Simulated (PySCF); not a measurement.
H2O2Zn, charge -1, multiplicity 2. Atoms are numbered in the order given.

```xyz
5

Zn     0.0000     0.0000     0.3193
O      0.0000     1.6792    -0.6037
H      0.0000     2.3973     0.0397
O      0.0000    -1.6792    -0.6037
H      0.0000    -2.3973     0.0397
```
Charge -1, spin multiplicity 2.

The structure is a stationary point at B3LYP-D3(BJ)/def2-SVPD. The multiplicity is an assumed one; other spin states were not compared. The isomer is the one that the SMILES or the coordinates give; other isomers of the formula were not compared. The values are those of a single conformer.

Calculation: CAM-B3LYP/def2-TZVPD run with PySCF.

Mulliken values depend strongly on the basis, most of all with diffuse functions as here. ESP charges are fitted to the potential on shells at 1.4 to 2.0 van der Waals radii. Atomic charges (e):

```
atom  meta-Löwdin  Mulliken  ESP fit  Mulliken spin
----  -----------  --------  -------  -------------
Zn1          0.70     -0.49        …           1.32
O2          -1.13     -0.51        …          -0.15
H3           0.27      0.25        …          -0.01
O4          -1.13     -0.51        …          -0.15
H5           0.27      0.25        …          -0.01
```

### Question
Some entries are withheld; supply them. (An estimate is asked for; the answer gives what the named calculation found.)

### Answer

- Zn1, ESP fit: -0.04
- O2, ESP fit: -0.55
- H3, ESP fit: 0.08
- O4, ESP fit: -0.55
- H5, ESP fit: 0.08
